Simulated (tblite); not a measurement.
Parent: `[CH:1]#[C:2][C:3]#[C:4][CH2:5][Si@H:6]([PH2:7])[O:8][CH3:9]` with C4–C5–Si6–P7 164°, C5–Si6–P7–H 67° and 160°, C5–Si6–O8–C9 -59°, C6H9OPSi.

Computed geometry: GFN2-xTB, gas phase. One conformer each, not checked by frequencies here.

| coordinate of the parent | value |
| --- | --- |
| C1≡C2 | 1.205 Å |
| C2–C3 | 1.358 Å |
| C3≡C4 | 1.208 Å |
| C4–C5 | 1.434 Å |
| C5–Si6 | 1.928 Å |
| Si6–P7 | 2.232 Å |
| Si6–O8 | 1.619 Å |
| O8–C9 | 1.400 Å |
| C1–C2–C3 | 179.5° |
| C2–C3–C4 | 178.8° |
| C3–C4–C5 | 177.1° |
| C4–C5–Si6 | 111.2° |
| C5–Si6–P7 | 107.9° |
| C5–Si6–O8 | 113.3° |
| P7–Si6–O8 | 99.7° |
| Si6–O8–C9 | 129.0° |

Q: How does the shared frame change in `[CH:1]#[C:2][C:3]#[C:4][CH2:5][SiH2:6][O:7][CH3:8]` with C4–C5–Si6–O7 180°, C5–Si6–O7–C8 180°, C6H8OSi? Atoms pair as C1 = C1, C2 = C2, C3 = C3, C4 = C4, C5 = C5, Si6 = Si6, O8 = O7, C9 = C8 (parent first).

A: 
```tsv
parent	relative	value in the relative	change
C1≡C2	C1≡C2	1.205 Å	0.000
C2–C3	C2–C3	1.359 Å	+0.001
C3≡C4	C3≡C4	1.208 Å	0.000
C4–C5	C4–C5	1.433 Å	-0.001
C5–Si6	C5–Si6	1.904 Å	-0.024
Si6–O8	Si6–O7	1.622 Å	+0.003
O8–C9	O7–C8	1.394 Å	-0.006
C1–C2–C3	C1–C2–C3	179.7°	+0.2
C2–C3–C4	C2–C3–C4	178.8°	0.0
C3–C4–C5	C3–C4–C5	178.4°	+1.3
C4–C5–Si6	C4–C5–Si6	110.9°	-0.3
C5–Si6–O8	C5–Si6–O7	101.1°	-12.2
Si6–O8–C9	Si6–O7–C8	127.7°	-1.3
```

Of the parent's bonds, C5–Si6 changes most (-0.024 Å). Point group C1 → Cs.

Q: How does the shared frame change in `[CH:1]#[C:2][C:3]#[C:4][CH2:5][Si@@H:6]([PH2:7])[O:8][CH:9]=[O:10]` with C4–C5–Si6–P7 75°, C5–Si6–P7–H -68° and -162°, C5–Si6–O8–C9 -135°, Si6–O8–C9–O10 0°, C6H7O2PSi? Atoms pair as C1 = C1, C2 = C2, C3 = C3, C4 = C4, C5 = C5, Si6 = Si6, P7 = P7, O8 = O8, C9 = C9 (parent first).

A: 
| parent | relative | value in the relative | change |
| --- | --- | --- | --- |
| C1≡C2 | C1≡C2 | 1.204 Å | -0.001 |
| C2–C3 | C2–C3 | 1.359 Å | +0.001 |
| C3≡C4 | C3≡C4 | 1.207 Å | -0.001 |
| C4–C5 | C4–C5 | 1.435 Å | +0.001 |
| C5–Si6 | C5–Si6 | 1.914 Å | -0.014 |
| Si6–P7 | Si6–P7 | 2.221 Å | -0.011 |
| Si6–O8 | Si6–O8 | 1.692 Å | +0.073 |
| O8–C9 | O8–C9 | 1.302 Å | -0.098 |
| C1–C2–C3 | C1–C2–C3 | 179.9° | +0.4 |
| C2–C3–C4 | C2–C3–C4 | 178.6° | -0.2 |
| C3–C4–C5 | C3–C4–C5 | 177.7° | +0.6 |
| C4–C5–Si6 | C4–C5–Si6 | 110.4° | -0.8 |
| C5–Si6–P7 | C5–Si6–P7 | 110.1° | +2.2 |
| C5–Si6–O8 | C5–Si6–O8 | 103.0° | -10.3 |
| P7–Si6–O8 | P7–Si6–O8 | 107.4° | +7.7 |
| Si6–O8–C9 | Si6–O8–C9 | 122.6° | -6.4 |

Of the parent's bonds, O8–C9 changes most (-0.098 Å). Bonds of the relative outside the shared frame: C9=O10 1.197 Å. Point group C1 → C1.

Q: How does the shared frame change in `[CH:1]#[C:2][C:3]#[C:4][CH2:5][SiH2:6][Si@@H:7]([PH2:8])[O:9][CH3:10]` with C4–C5–Si6–Si7 62°, C5–Si6–Si7–P8 -46°, Si6–Si7–P8–H 42° and -51°, Si6–Si7–O9–C10 -171°, C6H11OPSi2? Atoms pair as C1 = C1, C2 = C2, C3 = C3, C4 = C4, C5 = C5, Si6 = Si6 (parent first).

A: 
```json
{"parent": "C1≡C2", "relative": "C1≡C2", "value in the relative": "1.205 Å", "change": "0.000"}
{"parent": "C2–C3", "relative": "C2–C3", "value in the relative": "1.358 Å", "change": "0.000"}
{"parent": "C3≡C4", "relative": "C3≡C4", "value in the relative": "1.209 Å", "change": "+0.001"}
{"parent": "C4–C5", "relative": "C4–C5", "value in the relative": "1.435 Å", "change": "+0.001"}
{"parent": "C5–Si6", "relative": "C5–Si6", "value in the relative": "1.930 Å", "change": "+0.002"}
{"parent": "C1–C2–C3", "relative": "C1–C2–C3", "value in the relative": "178.8°", "change": "-0.7"}
{"parent": "C2–C3–C4", "relative": "C2–C3–C4", "value in the relative": "179.1°", "change": "+0.3"}
{"parent": "C3–C4–C5", "relative": "C3–C4–C5", "value in the relative": "177.4°", "change": "+0.3"}
{"parent": "C4–C5–Si6", "relative": "C4–C5–Si6", "value in the relative": "110.4°", "change": "-0.8"}
```

No shared bond changes by more than 0.004 Å. Bonds of the relative outside the shared frame: Si6–Si7 2.315, Si7–P8 2.257, Si7–O9 1.632, O9–C10 1.396 Å. Point group C1 → C1.
